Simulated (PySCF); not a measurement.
## Calculated data, H4NSi2, AlClH2NSi

All values are calculated (PySCF 2.14.0). Calculation on a computer-drawn molecule: optimised geometry and harmonic frequencies of an isolated molecule of the commonest isotopes, restricted reference for singlets and unrestricted otherwise, frozen core in MP2.

Common to all runs: multiplicity 1.

(1) H4NSi2

Start structure:
```xyz
7
H4NSi2
Si    -0.8264    -1.1463    -0.2051
N     -1.3451     0.3016    -0.4717
Si    -2.1909     1.8106    -0.0140
H     -0.7173    -1.8499     1.1025
H     -0.4100    -2.0839    -1.2775
H     -1.4155     2.8354    -0.8510
H     -1.5391     2.1626     1.3374
```

It was run with charge -1, method MP2 and basis aug-cc-pV(D+d)Z.

The calculation gives: rotational constants 53.38, 3.006, 2.895 GHz; total energy -635.0118 hartree; convergence status largest gradient component 3.358e-05 hartree/bohr.

Drawn bonds:
```tsv
atom	other atom	order
1	2	2
2	3	1
1	4	1
1	5	1
3	6	1
3	7	1
```

Optimised structure:
```xyz
7
H4NSi2
Si    -0.4681    -1.1390    -0.2050
N     -1.1801     0.3342    -0.5530
Si    -1.9380     1.7299    -0.0278
H     -0.8198    -1.8248     1.1021
H     -0.7089    -2.1938    -1.2562
H     -1.6004     2.9502    -0.8477
H     -1.7290     2.1734     1.4082
```

Modes:
```tsv
frequency (cm⁻¹)	reduced mass (dalton)
85.68	3.059
270.2	2.789
332.7	1.115
466.9	1.197
602.8	4.604
689	1.248
690.8	1.101
711.3	1.285
971.3	1.072
984.7	1.048
1210	10.99
2046	1.04
2061	1.041
2103	1.039
2104	1.041
```

(2) AlClH2NSi

Start structure:
```xyz
6
AlClH2NSi
Si     1.0452     0.9438    -0.0466
N      1.0079     0.0264     1.3605
Al     0.9310    -0.9230     2.7405
Cl     0.8744    -2.0218     4.4059
H      1.9012     2.1042    -0.2067
H      0.1773     0.6058    -1.1540
```

It was run with charge 1, method HF and basis cc-pV(D+d)Z.

The calculation gives: rotational constants 163.4, 1.046, 1.039 GHz; total energy -1045.8080 hartree; convergence status largest gradient component 3.854e-05 hartree/bohr.

Drawn bonds:
```tsv
atom	other atom	order
1	2	2
2	3	1
3	4	1
1	5	1
1	6	1
```

Optimised structure:
```xyz
6
AlClH2NSi
Si     1.0259     0.9078    -0.0041
N      0.9853     0.0311     1.3211
Al     0.9430    -0.8819     2.7020
Cl     0.8912    -1.9955     4.3861
H      1.9089     2.0657    -0.1441
H      0.1827     0.6081    -1.1613
```

Modes:
```tsv
frequency (cm⁻¹)	reduced mass (dalton)
79.77	6.016
88.46	9.823
197.7	10.71
232.6	12.7
429.8	16.4
750	1.24
797.6	1.185
810.9	13.73
1075	1.079
1450	14.74
2413	1.029
2437	1.058
```

(3) AlClH2NSi

Start structure:
```xyz
6
AlClH2NSi
Si     1.0259     0.9078    -0.0041
N      0.9853     0.0311     1.3211
Al     0.9430    -0.8819     2.7020
Cl     0.8912    -1.9955     4.3861
H      1.9089     2.0657    -0.1441
H      0.1827     0.6081    -1.1613
```

Settings of this run: charge 1, method MP2 and basis cc-pV(D+d)Z.

The calculation gives: rotational constants 160.2, 1.022, 1.016 GHz; total energy -1046.2349 hartree; convergence status largest gradient component 5.009e-06 hartree/bohr.

Drawn bonds:
```tsv
atom	other atom	order
1	2	2
2	3	1
3	4	1
1	5	1
1	6	1
```

Optimised structure:
```xyz
6
AlClH2NSi
Si     1.0266     0.9218    -0.0252
N      0.9855     0.0321     1.3200
Al     0.9422    -0.8961     2.7234
Cl     0.8903    -2.0149     4.4151
H      1.9178     2.0822    -0.1533
H      0.1746     0.6101    -1.1803
```

Modes:
```tsv
frequency (cm⁻¹)	reduced mass (dalton)
38.62	5.177
74.58	9.563
144.1	21.33
192.9	15.74
410	16.09
698.5	1.209
730.4	1.167
771.8	15
1017	1.073
1372	14.83
2349	1.028
2385	1.059
```
